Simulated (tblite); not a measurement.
C6H14NP.
Atom-mapped SMILES: `[CH3:1][C:2]([CH3:3])=[P:4][CH2:5][N:6]([CH3:7])[CH3:8]` (hydrogens: H9, H10, H11 on C1; H12, H13, H14 on C3; H15, H16 on C5; H17, H18, H19 on C7; H20, H21, H22 on C8)

Cartesian coordinates in Å at the GFN2-xTB level; atoms count from 1:
```xyz
22
C6H14NP angstrom
C     -2.279   -1.050   -0.023
C     -2.026    0.392    0.294
C     -3.242    1.225    0.550
P     -0.518    1.137    0.393
C      0.633   -0.294    0.031
N      2.003    0.150    0.171
C      2.922   -0.963    0.277
C      2.382    1.053   -0.891
H     -1.856   -1.323   -0.991
H     -1.822   -1.702    0.723
H     -3.348   -1.253   -0.046
H     -3.806    0.823    1.394
H     -3.902    1.217   -0.319
H     -2.968    2.254    0.772
H      0.426   -0.716   -0.972
H      0.446   -1.076    0.773
H      2.928   -1.598   -0.623
H      2.647   -1.576    1.134
H      3.928   -0.577    0.437
H      3.386    1.431   -0.699
H      1.688    1.894   -0.903
H      2.368    0.571   -1.883
```

All values are computed: GFN2-xTB (tblite) harmonic vibrations without scaling, gas phase. This tight-binding method is rough: wavenumbers can miss measured ones by several per cent, in bad cases by 10 to 20. One conformer, not necessarily the lowest.

Harmonic wavenumbers (cm⁻¹): 41.0, 66.8, 112.1, 116.8, 158.6, 195.7, 218.3, 230.9, 238.7, 308.0, 369.9, 376.6, 379.0, 395.2, 445.2, 748.5, 758.5, 811.5, 887.7, 963.1, 985.1, 993.0, 1040.6, 1044.5, 1059.5, 1079.2, 1115.1, 1165.1, 1221.6, 1232.1, 1269.7, 1285.4, 1322.3, 1395.4, 1402.9, 1409.8, 1420.6, 1434.2, 1473.7, 1479.2, 1480.9, 1481.5, 1485.3, 1488.5, 1492.8, 1496.0, 2745.9, 2832.4, 2842.2, 2929.1, 2967.6, 2972.2, 2987.5, 2990.3, 2994.4, 3008.9, 3013.0, 3014.8, 3027.8, 3034.2.

A = 3805, B = 811.8, C = 717.0 MHz; mass 131.086 u (most abundant isotopes); point group C1, symmetry number 1.

Task: What is the zero-point energy?

Result: ½Σν̃ = 41468 cm⁻¹ = 118.56 kcal/mol.

Task: Give the ideal-gas entropy at 500 K and 1 bar in the rigid-rotor, harmonic-oscillator model (classical rotation).

Result: Translation 43.12, rotation 30.90, vibration 56.66: S = 130.7 cal/(mol K).

Task: And Cp and H(500 K) − H(0)?

Result: Cp = 61.44 cal/(mol K), of which vibrations give 53.49 (their classical limit is 60 R = 119.2); H(500 K) − H(0) = 18.17 kcal/mol without the zero-point energy, 14.20 from vibrations.

Task: Which modes carry the vibrational entropy at 500 K?

Result: 41.0 cm⁻¹: 6.24; 66.8 cm⁻¹: 5.27; 112.1 cm⁻¹: 4.24; 116.8 cm⁻¹: 4.16; 158.6 cm⁻¹: 3.56; 195.7 cm⁻¹: 3.15 cal/(mol K); the other 54 give 30.03 together.

Task: How do the functions run with temperature in this model?

Result: 
```json
{"T (K)": "50", "S (cal/(mol K))": "59.3", "Cp (cal/(mol K))": "14.0", "H − H(0) (kcal/mol)": "0.52", "G − H(0) (kcal/mol)": "-2.45", "ln q(vib)": "0.62"}
{"T (K)": "100", "S (cal/(mol K))": "71.4", "Cp (cal/(mol K))": "21.5", "H − H(0) (kcal/mol)": "1.41", "G − H(0) (kcal/mol)": "-5.73", "ln q(vib)": "2.03"}
{"T (K)": "298.15", "S (cal/(mol K))": "104.4", "Cp (cal/(mol K))": "41.5", "H − H(0) (kcal/mol)": "7.73", "G − H(0) (kcal/mol)": "-23.39", "ln q(vib)": "8.29"}
{"T (K)": "373.15", "S (cal/(mol K))": "114.5", "Cp (cal/(mol K))": "49.2", "H − H(0) (kcal/mol)": "11.14", "G − H(0) (kcal/mol)": "-31.60", "ln q(vib)": "10.54"}
{"T (K)": "750", "S (cal/(mol K))": "159.3", "Cp (cal/(mol K))": "79.9", "H − H(0) (kcal/mol)": "35.99", "G − H(0) (kcal/mol)": "-83.50", "ln q(vib)": "21.15"}
{"T (K)": "1000", "S (cal/(mol K))": "184.1", "Cp (cal/(mol K))": "92.4", "H − H(0) (kcal/mol)": "57.62", "G − H(0) (kcal/mol)": "-126.51", "ln q(vib)": "27.64"}
```

q(vib) and H(0) count from the zero-point level.

Task: What must be added to the electronic energy to get the Gibbs energy at 500 K and 1 bar?

Result: ZPE + [H(500 K) − H(0)] − T·S = 118.56 + 18.17 − 65.34 = 71.39 kcal/mol.

Hindered rotation and anharmonicity are outside this model. Other conformers, if any are populated, would add a mixing term that is left out. The structure is chiral; the term R ln 2 for an equal mix with its mirror image is left out.
